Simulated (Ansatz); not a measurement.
Input for Ansatz (development build ahead of 0.2.0):

```yaml
crystal:
  periodic: [false, false, false]
  atoms:
    - { symbol: Ca, position_ang: [0.0, 0.0, 0.0] }
    - { symbol: F, position_ang: [0.0, 0.0, 2.364] }
basis:
  gaussian: { orbitals: def2-SVP }
magnetization:
  spin_polarized: true
  initial_magnetization: 1
hamiltonian:
  xc: pbe0
output:
  forces: true
```

The input is written out in the form of the current development build from the run's settings.

The run gave:

- Converged: yes
- Total energy: -777.00894 hartree
- Spin squared of the determinant: 0.750
- Stability test: minimum

Forces (eV/Å):
```
atom     Fx     Fy      Fz
 Ca1  0.000  0.000   3.280
  F2  0.000  0.000  -3.280
```
